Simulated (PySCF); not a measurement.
**Correlation energy of Sb (antimony, neutral)**

[Kr] 4d10 5s2 5p3, high-spin 4S determinant. Computed with PySCF 2.14 in x2c-QZVPPall, with the spin-free X2C one-electron Hamiltonian (Gaussian nucleus). Frozen: [Ar] 3d10; 23 electrons correlated.

MP2 pair energies summed by pair of shells (mhartree):

```tsv
pair	energy	share (%)
4d-4d	-330.72	45.0
4p-4d	-113.78	15.5
4d-5s	-64.19	8.7
4d-5p	-56.72	7.7
5s-5p	-42.63	5.8
4p-4p	-39.89	5.4
4s-4d	-29.16	4.0
4s-4p	-15.86	2.2
5p-5p	-13.35	1.8
5s-5s	-8.99	1.2
4p-5s	-8.78	1.2
4p-5p	-5.94	0.8
4s-4s	-3.48	0.5
4s-5s	-1.08	0.1
4s-5p	-0.84	0.1
```

Total MP2 correlation energy: -735.41 mhartree.

Same-spin part -260.04 and opposite-spin part -475.37 mhartree; SCS-MP2 scales them by 1/3 and 6/5 to -657.12 mhartree.

This basis was not built for core-valence correlation, so the inner-shell part is incomplete.
